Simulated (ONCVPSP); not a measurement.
**u(r) = r·R(r): atom against pseudo-atom (magnesium (Mg))**

Columns: radius, all-electron u(r) and pseudo u(r) of the 2p shell (level -47.16 eV) of magnesium in the configuration [He] 2s2 2p6 3s1.75 3p0.25; PBE, scalar-relativistic, ONCV scheme, ONCVPSP 4.0.1.

```csv
r (bohr),all-electron,pseudo
0.057,0.1247,0.0354
0.115,0.3664,0.1389
0.172,0.6075,0.2948
0.230,0.8131,0.4889
0.288,0.9664,0.6955
0.345,1.0679,0.8877
0.402,1.1265,1.0498
0.460,1.1504,1.1704
0.518,1.1464,1.2398
0.575,1.1224,1.2590
0.632,1.0842,1.2354
0.690,1.0355,1.1771
0.747,0.9816,1.0975
0.805,0.9232,1.0056
0.862,0.8644,0.9148
0.920,0.8047,0.8296
0.977,0.7472,0.7565
1.035,0.6907,0.6927
1.092,0.6375,0.6376
1.150,0.5862,0.5862
1.208,0.5379,0.5379
1.265,0.4935,0.4935
1.322,0.4521,0.4520
1.380,0.4129,0.4128
1.438,0.3766,0.3766
1.495,0.3437,0.3437
```

Q: How many radial nodes do the two functions have?

A: The all-electron 2p function has n − l − 1 = 0; the pseudo-wave has 0.

Q: At about which radius was the pseudo-wave matched?

A: 1.15 bohr, where the columns begin to agree (steps of 0.06 bohr).

Q: Is the pseudo-wave norm-conserving?

A: Yes: the ONCV scheme keeps the norm inside the radius equal to the all-electron one, which fixes the energy derivative of the logarithmic derivative at the level.
